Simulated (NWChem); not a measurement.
Molecule: C$_{4}$H$_{7}$F; SMILES CC1(F)CC1

Computed with NWChem. All runs use the structure optimised with PBE0/def2-SVP. Level: M06-2X/def2-SVP with SMD (1 M gas to 1 M solution), gas-phase geometry.

Q: Order these by “solvation free energy (kcal/mol)”, lowest first: dichloromethane; tetrahydrofuran; water.

A: dichloromethane (-4.9), tetrahydrofuran (-4.0), water (-0.4)
